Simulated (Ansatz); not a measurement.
Ansatz (an electronic-structure program) input (RPA@PBE/cc-pVQZ):

Ansatz 0.2 input:
```yaml
crystal:
  periodic: [false, false, false]
  atoms:
    - {symbol: C, position_ang: [-2.83172366, -0.12415903, 0.06436738]}
    - {symbol: O, position_ang: [-1.54068467, 0.28549895, -0.60093307]}
    - {symbol: B, position_ang: [-0.17551691, 0.07492518, -0.14483589]}
    - {symbol: Br, position_ang: [0.04976181, -0.81788392, 1.47605931]}
    - {symbol: Br, position_ang: [1.12479640, 0.75905382, -1.30402067]}
    - {symbol: H, position_ang: [-3.61548345, 0.22074211, -0.60099113]}
    - {symbol: H, position_ang: [-2.80673645, -1.20404442, 0.14914515]}
    - {symbol: H, position_ang: [-2.85604394, 0.37497384, 1.02574087]}
    - {symbol: H, position_ang: [-1.63786964, 0.75371874, -1.44980734]}
basis:
  gaussian:
    orbitals: cc-pVQZ
hamiltonian:
  xc: pbe
total_charge: 1
magnetization: {spin_polarized: false}
correlation: {method: rpa, electrons: outside_noble_gas}
```

Output:

```
Functional definition: PBE
integrals: 2.41 GiB planned
2590 factors; integrals over basis functions are off by at most 1.2e-3 eV
0.71 GiB of the device are held for the grids
4.54 GiB of device memory are held for the factors and their scratch space
mean field: 5.49 GiB planned
mean field evaluation 1: about -143876.1316 eV, gradient 8.8e1 eV
mean field evaluation 2: about -143876.1274 eV, gradient 8.8e1 eV
mean field evaluation 4: about -143889.9168 eV, gradient 2.8e1 eV
mean field evaluation 8: about -143891.3658 eV, gradient 3.8e-1 eV
mean field evaluation 16: about -143891.3656 eV, gradient 4.9e-4 eV
mean field -143891.36564512 eV, -5287.9101543875 hartree, gradient 7.3e-6 eV, S^2 0.000000; 0 other end points of the search recorded, 0 dependent functions left out
31 core orbitals not correlated
reference -143798.47078778 eV, -5284.4963313466 hartree; 15, 15 occupied and 375, 375 virtual orbitals, 2590 factors
Total energy: -143838.77869470 eV, -5285.9776196044 hartree
```

It need not be the lowest isomer of its formula.
